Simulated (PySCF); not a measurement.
Compound: C₄HF₄PS.
Geometry (PBE0-D3(BJ)/def2-SVP, Å), atoms numbered from 1 in this order:
```
atom  x, y, z in Å
F1    -0.312    2.224    0.100
C2     0.346    1.085    0.060
S3     2.064    1.167    0.113
C4     2.277   -0.527    0.035
P5     0.902   -1.532   -0.055
C6    -0.225   -0.152   -0.019
C7    -1.717   -0.311   -0.064
F8    -2.246    0.269   -1.143
F9    -2.304    0.236    1.003
F10   -2.056   -1.602   -0.094
H11    3.309   -0.884    0.047
```

Computed with PySCF at PBE0/pcSseg-1 and CAM-B3LYP/def2-SVPD, non-relativistic, on one gas-phase PBE0-D3(BJ)/def2-SVP geometry that isn't relaxed in the solvent. The solvent is an IEF-PCM continuum (van der Waals radii × 1.2). Only the electrostatic response of the medium enters.

Gas phase at PBE0/pcSseg-1: HOMO -7.55 eV, LUMO -1.99 eV, dipole 3.21 D.

Problem. What does the continuum do to the energy, the frontier levels and the dipole at PBE0/pcSseg-1 in chloroform and dimethylsulfoxide?

Solution. 
```
          solvent      ε  E(solvent) − E(gas) (kJ/mol)  polarisation term (kJ/mol)  distortion of the solute (kJ/mol)  HOMO (eV)  LUMO (eV)  dipole (D)
       chloroform  4.711                         -9.30                      -10.48                               1.18      -7.34      -1.78        3.89
dimethylsulfoxide  46.83                        -13.10                      -15.47                               2.37      -7.28      -1.72        4.18
```

The first energy column is the sum of the next two and covers electrostatics alone. From chloroform to dimethylsulfoxide the lowering changes by a factor 1.41, Onsager's factor (ε − 1)/(2ε + 1) by 1.36 and ε itself by 9.9.

Problem. Which radius a makes the point-dipole formula ΔE = −[(ε − 1)/(2ε + 1)]·μ²/a³ give the value in dimethylsulfoxide, with the gas-phase dipole?

Solution. μ = 1.261 au and |ΔE| = 0.00499 Eh give a = 2.84 Å; the farthest nucleus lies 3.42 Å from the centroid of the nuclei, so such a sphere wouldn't even hold the nuclei. The formula assumes a rigid point dipole at the centre of a sphere.

Problem. Give the dipole vector in the frame of the coordinates (D, pointing from negative to positive charge), gas and dimethylsulfoxide.

Solution. Gas (3.18, 0.37, 0.10), solvent (4.13, 0.60, 0.14). Its length changes by +30 % and its direction by 2°.

Problem. Which Hirshfeld charges (PBE0/pcSseg-1) respond most in chloroform (means over atoms taken as equivalent)?

Solution. 
```tsv
atoms	environment	gas (e)	solvent (e)	change
S3	thiophene-type sulfur	+0.144	+0.159	+0.015
P5	phosphorus bonded to 2 C	+0.096	+0.083	-0.013
H11	aromatic hydrogen	+0.059	+0.070	+0.011
C4	aromatic CH next to a ring sulfur	-0.141	-0.132	+0.009
F1	aryl fluorine	-0.049	-0.054	-0.005
F8/F9/F10	fluorine of a CF3 group	-0.093	-0.097	-0.004
```

Problem. How do the nuclear quadrupole coupling constants eQVzz/h respond in chloroform?

Solution. 
```csv
nucleus,Q (barn),gas (MHz),solvent (MHz),η gas,η solvent
33S at S3,-0.06781,-29.37,-29.43,0.57,0.55
```

Gas phase at CAM-B3LYP/def2-SVPD: HOMO -8.71 eV, LUMO -0.98 eV, dipole 3.35 D.

Problem. What does the continuum do to the energy, the frontier levels and the dipole at CAM-B3LYP/def2-SVPD in chloroform?

Solution. 
| solvent | ε | E(solvent) − E(gas) (kJ/mol) | polarisation term (kJ/mol) | distortion of the solute (kJ/mol) | HOMO (eV) | LUMO (eV) | dipole (D) |
| --- | --- | --- | --- | --- | --- | --- | --- |
| chloroform | 4.711 | -9.66 | -10.98 | 1.32 | -8.48 | -0.74 | 4.10 |

Problem. How does the static polarisability (CAM-B3LYP/def2-SVPD, frozen core, with the continuum's full static response) change?

Solution. 
```json
{"medium": "gas", "isotropic (au)": "88.0", "principal values (au)": "60.5, 95.5, 107.9", "⟨r²⟩ of the electrons (bohr²)": "1687.1"}
{"medium": "chloroform", "isotropic (au)": "112.2", "principal values (au)": "75.9, 119.9, 140.9", "⟨r²⟩ of the electrons (bohr²)": "1686.6"}
```

The isotropic value in chloroform is 1.28 times the gas-phase one; no cavity-field correction is applied. ⟨r²⟩ is taken about the centre of nuclear charge.
